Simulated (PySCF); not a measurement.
Isomers of CH15NOSi5, mass 197.000 u with the commonest isotopes. Theory: PBE0/pcSseg-1 in PySCF (dipole) on a GFN2-xTB geometry, gas phase. One conformer each, none proved a minimum here; rigid rotors.

Question: Order these by out-of-plane moment Σ m c² = (Ia + Ib − Ic)/2, smallest first.
A. `[CH3:1][NH:2][SiH2:3][Si:4]([SiH3:5])([SiH3:6])[SiH2:7][OH:8]` with C1–N2–Si3–Si4 59°, N2–Si3–Si4–Si5 -82°, Si3–Si4–Si7–O8 173°, Si4–Si7–O8–H 180°
B. `[CH3:1][SiH2:2][Si@H:3]([O:4][SiH3:5])[N:6]([SiH3:7])[SiH3:8]` with C1–Si2–Si3–O4 153°, Si2–Si3–O4–Si5 -145°, Si2–Si3–N6–Si7 -144°
C. `[CH3:1][O:2][SiH2:3][Si:4]([SiH3:5])([SiH3:6])[SiH2:7][NH2:8]` with C1–O2–Si3–Si4 178°, O2–Si3–Si4–Si5 -62°, Si3–Si4–Si7–N8 171°, Si4–Si7–N8–H 53° and -170°

Answer: B (157.77 u·Å²), C (247.70 u·Å²), A (260.80 u·Å²).

Question: Order these by dipole moment, smallest first.
A. `[CH3:1][NH:2][SiH2:3][Si:4]([SiH3:5])([SiH3:6])[SiH2:7][OH:8]` with C1–N2–Si3–Si4 59°, N2–Si3–Si4–Si5 -82°, Si3–Si4–Si7–O8 173°, Si4–Si7–O8–H 180°
B. `[CH3:1][SiH2:2][Si@H:3]([O:4][SiH3:5])[N:6]([SiH3:7])[SiH3:8]` with C1–Si2–Si3–O4 153°, Si2–Si3–O4–Si5 -145°, Si2–Si3–N6–Si7 -144°
C. `[CH3:1][O:2][SiH2:3][Si:4]([SiH3:5])([SiH3:6])[SiH2:7][NH2:8]` with C1–O2–Si3–Si4 178°, O2–Si3–Si4–Si5 -62°, Si3–Si4–Si7–N8 171°, Si4–Si7–N8–H 53° and -170°

Answer: B (0.84 D), C (1.48 D), A (2.08 D).

Question: Order these by rotational constant B, smallest first.
A. `[CH3:1][SiH2:2][Si@H:3]([O:4][SiH3:5])[N:6]([SiH3:7])[SiH3:8]` with C1–Si2–Si3–O4 153°, Si2–Si3–O4–Si5 -145°, Si2–Si3–N6–Si7 -144°
B. `[CH3:1][O:2][SiH2:3][Si:4]([SiH3:5])([SiH3:6])[SiH2:7][NH2:8]` with C1–O2–Si3–Si4 178°, O2–Si3–Si4–Si5 -62°, Si3–Si4–Si7–N8 171°, Si4–Si7–N8–H 53° and -170°
C. `[CH3:1][NH:2][SiH2:3][Si:4]([SiH3:5])([SiH3:6])[SiH2:7][OH:8]` with C1–N2–Si3–Si4 59°, N2–Si3–Si4–Si5 -82°, Si3–Si4–Si7–O8 173°, Si4–Si7–O8–H 180°

Answer: B (536.4 MHz), C (578.4 MHz), A (681.5 MHz).

```csv
SMILES,point group,Ia (u·Å²),Ib (u·Å²),Ic (u·Å²),κ,μa (D),μb (D),μc (D)
CO[SiH2][Si]([SiH3])([SiH3])[SiH2]N,C1,586.31,942.15,1033.05,-0.75,0.90,1.14,0.25
C[SiH2][Si@H](O[SiH3])N([SiH3])[SiH3],C1,612.29,741.60,1038.34,0.15,0.12,0.78,0.26
CN[SiH2][Si]([SiH3])([SiH3])[SiH2]O,C1,607.16,873.70,959.25,-0.66,1.04,1.76,0.40
```
